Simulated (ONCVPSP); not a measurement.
# Reading a pseudo-wave (Zn (Z = 30))

Columns: radius, all-electron u(r) and pseudo u(r) of the 3p shell (level -83.40 eV) of zinc in the configuration [Ne] 3s2 3p6 3d10 4s2; PBE, scalar-relativistic, ONCV scheme, ONCVPSP 4.0.1.

| r (bohr) | all-electron | pseudo |
| --- | --- | --- |
| 0.068 | -0.4995 | 0.0446 |
| 0.135 | -0.6574 | 0.1687 |
| 0.202 | -0.3404 | 0.3549 |
| 0.270 | 0.1512 | 0.5794 |
| 0.338 | 0.6080 | 0.8075 |
| 0.405 | 0.9437 | 1.0053 |
| 0.473 | 1.1563 | 1.1552 |
| 0.540 | 1.2563 | 1.2402 |
| 0.608 | 1.2753 | 1.2634 |
| 0.675 | 1.2378 | 1.2330 |
| 0.742 | 1.1657 | 1.1648 |
| 0.810 | 1.0728 | 1.0728 |
| 0.878 | 0.9714 | 0.9714 |
| 0.945 | 0.8703 | 0.8703 |
| 1.013 | 0.7712 | 0.7712 |
| 1.080 | 0.6797 | 0.6797 |
| 1.148 | 0.5944 | 0.5944 |
| 1.215 | 0.5185 | 0.5185 |
| 1.283 | 0.4496 | 0.4496 |
| 1.350 | 0.3895 | 0.3895 |
| 1.418 | 0.3358 | 0.3358 |
| 1.485 | 0.2895 | 0.2895 |
| 1.553 | 0.2486 | 0.2486 |
| 1.620 | 0.2137 | 0.2137 |
| 1.688 | 0.1829 | 0.1829 |
| 1.755 | 0.1568 | 0.1568 |

(1) How many radial nodes do the two functions have?

(2) At about which radius was the pseudo-wave matched?

(3) Is the pseudo-wave norm-conserving?

## Answers

(1) The all-electron 3p function has n − l − 1 = 1; the pseudo-wave has 0, since the states of the same l below it are removed with the core.

(2) 0.85 bohr, where the columns begin to agree (steps of 0.07 bohr).

(3) Yes: the ONCV scheme keeps the norm inside the radius equal to the all-electron one, which fixes the energy derivative of the logarithmic derivative at the level.
